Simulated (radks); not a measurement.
Values are calculated unless marked as measured or tabulated.
Problem. Code: a radial shooting solver on a logarithmic mesh with Libxc functionals. Model: scalar-relativistic Kohn-Sham, LDA (Slater exchange, Perdew-Wang correlation), spin-unpolarised, spherical densities, finite nucleus; Fermi nuclear charge, rms radius of each element as measured or else 0.836 A^(1/3) + 0.57 fm. Response by self-consistent Sternheimer equations with the Hartree and adiabatic LDA kernel, the relativistic mass of each level held fixed and spin-orbit coupling left out. Rank Cr6+, Sc3+, Fe8+, V5+, Ti4+, Ar, Mn7+, K+, Ca2+ (NIST ground configurations) by static dipole polarisability, largest first.

Solution. Ar 12.03, K+ 5.743, Ca2+ 3.344, Sc3+ 2.163, Ti4+ 1.495, V5+ 1.083, Cr6+ 0.8126, Mn7+ 0.6266, Fe8+ 0.4941 bohr^3.
